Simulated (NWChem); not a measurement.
Everything below was run with NWChem. System: C$_{5}$H$_{7}$O, charge 0, spin multiplicity 2, at a geometry optimised with UPBE0/def2-SVP. The structure started from a generated list of species. Its SCF solution wasn't tested for a lower state. Level: G0W0@ULDA (SVWN5)/def2-SVP, RI basis def2-svp-rifit.

NWChem printed:

```
             Northwest Computational Chemistry Package (NWChem) 7.3.0
             --------------------------------------------------------

                                NWChem Input Module
                                -------------------

 Scaling coordinates for geometry "geometry" by  1.889725989
 (inverse scale =  0.529177249)

                             Geometry "geometry" -> ""
                             -------------------------

 Output coordinates in angstroms (scale by  1.889725989 to convert to a.u.)

  No.       Tag          Charge          X              Y              Z
 ---- ---------------- ---------- -------------- -------------- --------------
    1 O                    8.0000     0.86186600     1.85882800     0.41003500
    2 C                    6.0000     0.38696800     0.78752600     0.14618000
    3 C                    6.0000     1.14268600    -0.53880100     0.13752500
    4 C                    6.0000     0.10667700    -1.56250600    -0.13997700
    5 C                    6.0000    -1.26664800    -0.97985400    -0.26449000
    6 C                    6.0000    -1.06625200     0.53840500    -0.24403300
    7 H                    1.0000     1.67274000    -0.66176500     1.10285100
    8 H                    1.0000     1.95024500    -0.48514400    -0.62043000
    9 H                    1.0000     0.30397700    -2.63545700    -0.17778100
   10 H                    1.0000    -1.91671300    -1.31027500     0.57007600
   11 H                    1.0000    -1.78057700    -1.32638600    -1.17925700
   12 H                    1.0000    -1.21848700     0.99822400    -1.23511800
   13 H                    1.0000    -1.72669700     1.08156300     0.44814700

 Effective nuclear repulsion energy (a.u.)     225.1612549419

            Nuclear Dipole moment (a.u.)
            ----------------------------
        X                 Y               Z
 ---------------- ---------------- ----------------
     0.0000037795     0.0000075589    -0.0000037795


 Summary of "ao basis" -> "" (spherical)
 ------------------------------------------------------------------------------
       Tag                 Description            Shells   Functions and Types
 ---------------- ------------------------------  ------  ---------------------
 *                          def2-svp                  on all atoms

 new library libraries.bse/

 Summary of "ri basis" -> "" (spherical)
 ------------------------------------------------------------------------------
       Tag                 Description            Shells   Functions and Types
 ---------------- ------------------------------  ------  ---------------------
 *                       def2-svp-rifit               on all atoms

                                 NWChem DFT Module
                                 -----------------

 Summary of "ao basis" -> "ao basis" (spherical)
 ------------------------------------------------------------------------------
       Tag                 Description            Shells   Functions and Types
 ---------------- ------------------------------  ------  ---------------------
 O                          def2-svp                 6       14   3s2p1d
 C                          def2-svp                 6       14   3s2p1d
 H                          def2-svp                 3        5   2s1p

 Summary of "ao basis" -> "ao basis" (spherical)
 ------------------------------------------------------------------------------
       Tag                 Description            Shells   Functions and Types
 ---------------- ------------------------------  ------  ---------------------
 O                          def2-svp                 6       14   3s2p1d
 C                          def2-svp                 6       14   3s2p1d
 H                          def2-svp                 3        5   2s1p

            General Information
            -------------------
          SCF calculation type: DFT
          Wavefunction type:  spin polarized.
          No. of atoms     :    13
          No. of electrons :    45
           Alpha electrons :    23
            Beta electrons :    22
          Charge           :     0
          Spin multiplicity:     2
          Use of symmetry is: off; symmetry adaption is: off
[...]
   alpha - beta orbital overlaps
   -----------------------------

   alpha      1      2      3      4      5      6      7      8      9     10
    beta      1      2      6      3      4      5      7      8      9     10
 overlap   1.000  1.000  0.997  0.998  1.000  1.000  1.000  0.998  0.998  0.995

   alpha     11     12     13     14     15     16     17     18     19     20
    beta     11     12     13     14     15     16     17     18     19     20
 overlap   0.996  0.999  0.997  0.997  0.997  0.996  0.959  0.962  0.951  0.955

   alpha     21     22     23     24     25     26     27     28     29     30
    beta     21     22     23     24     25     26     27     28     29     30
 overlap   0.999  1.000  0.988  0.992  0.999  0.998  0.998  0.982  0.979  0.999

   alpha     31     32     33     34     35     36     37     38     39     40
    beta     31     32     33     34     35     36     37     38     39     40
 overlap   0.997  1.000  0.999  1.000  0.999  0.997  0.998  0.986  0.851  0.850

   alpha     41     42     43     44     45     46     47     48     49     50
    beta     41     42     43     43     44     46     47     48     49     50
 overlap   0.997  0.834  0.664  0.688  0.862  0.970  0.976  0.991  0.986  0.876

   alpha     51     52     53     54     55     56     57     58     59     60
    beta     51     52     53     54     55     56     57     58     59     60
 overlap   0.930  0.843  0.819  0.784  0.959  0.967  0.982  0.979  0.998  0.999

   alpha     61     62     63     64     65     66     67     68     69     70
    beta     61     62     63     64     65     66     67     68     69     70
 overlap   0.998  0.999  1.000  0.998  0.998  0.997  0.997  0.999  0.999  0.999

   alpha     71     72     73     74     75     76     77     78     79     80
    beta     71     72     73     74     75     76     77     78     79     80
 overlap   0.997  0.996  0.996  0.997  0.833  0.818  0.968  0.997  0.998  0.997

   alpha     81     82     83     84     85     86     87     88     89     90
    beta     81     82     83     84     85     86     87     88     89     90
 overlap   0.997  0.984  0.980  0.989  0.997  0.991  0.993  0.991  0.986  0.999

   alpha     91     92     93     94     95     96     97     98     99    100
    beta     91     92     93     94     95     96     97     98    100     99
 overlap   0.988  0.974  0.899  0.928  0.999  0.992  0.945  0.912  0.787  0.767

   alpha    101    102    103    104    105    106    107    108    109    110
    beta    101    102    103    104    105    106    107    108    109    110
 overlap   0.995  0.995  1.000  0.998  0.998  0.999  0.999  0.989  0.989  0.999

   alpha    111    112    113    114    115    116    117    118    119
    beta    111    112    113    114    115    116    117    118    119
 overlap   0.998  0.998  0.997  0.998  0.984  0.984  1.000  1.000  1.000

     --------------------------
     Expectation value of S2:
     --------------------------
      <S2> =      0.7523 (Exact =     0.7500)

 center of mass
 --------------
 x =   0.06120597 y =   0.09774806 z =   0.02459452

 moments of inertia (a.u.)
 ------------------
         477.431415501649         -95.296262464981         -62.431660689256
         -95.296262464981         323.178942590703         -60.332432486178
         -62.431660689256         -60.332432486178         728.744544702874

     Multipole analysis of the density
     ---------------------------------

     L   x y z        total         alpha         beta         nuclear
     -   - - -        -----         -----         ----         -------
     0   0 0 0     -0.000000    -23.000000    -22.000000     45.000000

     1   1 0 0     -0.454741     -0.321827     -0.132917      0.000004
     1   0 1 0     -0.840023      0.961538     -1.801568      0.000008
     1   0 0 1     -0.229029      0.011253     -0.240279     -0.000004

     2   2 0 0    -25.909710   -102.491637    -99.099200    175.681126
     2   1 1 0     -2.249213    -24.136454    -24.137297     46.024537
     2   1 0 1     -0.253058    -17.802059    -17.840795     35.389796
     2   0 2 0    -30.502016   -141.815600   -133.356990    244.670574
     2   0 1 1     -1.166692    -16.165368    -15.466815     30.465491
     2   0 0 2    -26.341096    -27.961177    -25.363343     26.983424

 Task  times  cpu:       28.5s     wall:       28.5s

                                NWChem Input Module
                                -------------------

                                 NWChem GW Module
                                 ----------------

                             ***********************
                             ***        GW       ***
                             ***********************

 Summary of "ri basis" -> "ri basis" (spherical)
 ------------------------------------------------------------------------------
       Tag                 Description            Shells   Functions and Types
 ---------------- ------------------------------  ------  ---------------------
 O                       def2-svp-rifit             16       48   6s5p4d1f
 C                       def2-svp-rifit             16       48   6s5p4d1f
 H                       def2-svp-rifit              6       14   3s2p1d

                 Memory Information
                 ------------------
          Available GA per process is          1699.8 MBs
          Available stack per process is        700.0 MBs
          Available heap per process is           0.0 MBs

          Peak memory in Initialization
              Peak GA per process is                 18.3 MBs
              Peak stack per process is               0.1 MBs
              Peak heap per process is               18.6 MBs
              Memory not in MA per process            0.0 MBs

          Peak memory in AFF Calculation
              Peak GA per process is                173.5 MBs
              Peak stack per process is             143.8 MBs
              Peak heap per process is                0.1 MBs
              Memory not in MA per process          143.8 MBs

          Computing 2-center integrals
          Computing Inverse Cholesky factor
          Computing 3-center integrals
          Computing V_xc ...

          Computing Sigma_x
          Computing RPA polarizability
          Solving quasiparticle equations

                  Alpha Orbitals
          State     Energy (eV)     Error (eV)
          -----------------------------------
@GW        20        -12.075           0.002
@GW        21        -11.339           0.003
@GW        22         -8.270           0.002
@GW        23         -7.084           0.002
@GW        24          2.025           0.002
@GW        25          3.583           0.002

                   Beta Orbitals
          State     Energy (eV)     Error (eV)
          -----------------------------------
@GW        19        -11.989           0.002
@GW        20        -11.952           0.002
@GW        21        -11.281           0.003
@GW        22         -8.264           0.002
@GW        23          0.607           0.004
@GW        24          2.106           0.003

   Applying  -2.8795 eV scissor-shift to rest of particle states

   Applying   3.7009 eV scissor-shift to rest of hole states

   Applying  -2.7492 eV scissor-shift to rest of particle states

   Applying   3.3739 eV scissor-shift to rest of hole states

     GW Timing Statistics
   ------------------------
   Init.   :          0.0s
     ERIs  :          1.3s
     Distr.:          0.0s
     Vxc   :          0.7s
   Sigma_x :          0.0s
   RPA     :         23.8s
   Wmn     :          0.2s
   Sigma_c :          0.1s
   GW total:         26.2s

 Task  times  cpu:       26.2s     wall:       26.2s

 Total times  cpu:       54.7s     wall:       54.7s
```

**Question.** Write an NWChem input that would produce this output.

**Answer.** This is not unique; one that fits is 
```
start mol
memory heap 200 mb stack 700 mb global 1700 mb
geometry units angstroms nocenter noautoz noautosym
  O      0.861866     1.858828     0.410035
  C      0.386968     0.787526     0.146180
  C      1.142686    -0.538801     0.137525
  C      0.106677    -1.562506    -0.139977
  C     -1.266648    -0.979854    -0.264490
  C     -1.066252     0.538405    -0.244033
  H      1.672740    -0.661765     1.102851
  H      1.950245    -0.485144    -0.620430
  H      0.303977    -2.635457    -0.177781
  H     -1.916713    -1.310275     0.570076
  H     -1.780577    -1.326386    -1.179257
  H     -1.218487     0.998224    -1.235118
  H     -1.726697     1.081563     0.448147
end
basis spherical
  * library def2-svp
end
basis "ri basis" bse spherical
  * library def2-svp-rifit
end
dft
  xc slater vwn_5
  odft
  mult 2
  iterations 100
  direct
  tolerances tight
end
task dft energy
gw
  states alpha occ 4 vir 2
  states beta occ 4 vir 2
end
task dft gw
```
